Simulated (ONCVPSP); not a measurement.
**Which change was made? (Sr, ONCV)**

```json
{"Element": "Sr", "Generator": "ONCVPSP 4.0.1", "Type": "optimised norm-conserving Vanderbilt (ONCV)", "Functional": "PBE", "Relativity": "scalar-relativistic", "Frozen core": "[Ar] 3d10", "Valence charge": "10", "Reference configuration": "4s2 4p6 5s0.5 (charge +1.5)", "Partial waves": "4s+5s: rc 2.35 bohr, ncon 5, nbas 9, qcut 6.3 1/bohr, 3 projectors, debl 2.6 Ha; 4p: rc 2.40 bohr, ncon 4, nbas 8, qcut 4.4 1/bohr, 1 projector; d scattering state at 0.04 Ha: rc 2.05 bohr, ncon 4, nbas 7, qcut 5.5 1/bohr, 1 projector", "Local potential": "polynomial inside 1.70 bohr (lpopt 5, dvloc0 -1 Ha)", "Core correction": "none"}
```

In the d channel the program set the typed energies aside and used 0.050 Ha.

Cutoffs, loose and tight: the cutoffs (Ha) at which the residual kinetic energy of the hardest occupied pseudo-wave falls to 1 and 0.1 mHa per electron. They do not see the model core or the augmentation charge, which bear on the density cutoff. Test errors are all-electron minus pseudo excitation energies from the reference, over the configurations 4s2 4p6 5s2; 4s2 4p6 5s1; 4s2 4p6 5s0; 4s2 4p5 5s2; variants that change the core or the reference have their own tests.

The base gives: outcome: generated, projector energies reset by the program; cutoff, loose: 12 Ha; cutoff, tight: 15 Ha; bound ghosts: none; GHOST(+) flags above zero: s; largest test error (meV): -8.6.

Question: After one change the result is: outcome: generated, projector energies reset by the program; cutoff, loose: 32 Ha; cutoff, tight: 37 Ha; bound ghosts: none; GHOST(+) flags above zero: s; largest test error (meV): +64. Which change was it?
A. s: qcut 3.8; p: qcut 2.7; d: qcut 3.3
B. core [Ar] 3d10 4s2, valence charge 8; reference 4p6 4d0.5 5s1.5; waves now 5s: rc 3.00 bohr, ncon 3, nbas 7, qcut 2.2 1/bohr, 2 projectors, debl 3.7 Ha; 4p: rc 1.80 bohr, ncon 4, nbas 8, qcut 7.5 1/bohr, 2 projectors, debl 1.6 Ha; 4d: rc 3.60 bohr, ncon 4, nbas 9, qcut 5 1/bohr, 2 projectors, debl 0.7 Ha; local potential polynomial inside 1.30 bohr (lpopt 4, dvloc0 4 Ha)
C. p: qcut 6.4

Answer: A. The others give: core [Ar] 3d10 4s2, valence charge 8; reference 4p6 4d0.5 5s1.5; waves now 5s: rc 3.00 bohr, ncon 3, nbas 7, qcut 2.2 1/bohr, 2 projectors, debl 3.7 Ha; 4p: rc 1.80 bohr, ncon 4, nbas 8, qcut 7.5 1/bohr, 2 projectors, debl 1.6 Ha; 4d: rc 3.60 bohr, ncon 4, nbas 9, qcut 5 1/bohr, 2 projectors, debl 0.7 Ha; local potential polynomial inside 1.30 bohr (lpopt 4, dvloc0 4 Ha) → outcome: generated; cutoff, loose: 17 Ha; cutoff, tight: 22 Ha; bound ghosts: none; GHOST(+) flags above zero: s; largest test error (meV): +12 over the solved tests; 1 of 4 tests not solved or not reliable | p: qcut 6.4 → outcome: generated, projector energies reset by the program; cutoff, loose: 12 Ha; cutoff, tight: 15 Ha; bound ghosts: none; GHOST(+) flags above zero: s; largest test error (meV): -14.
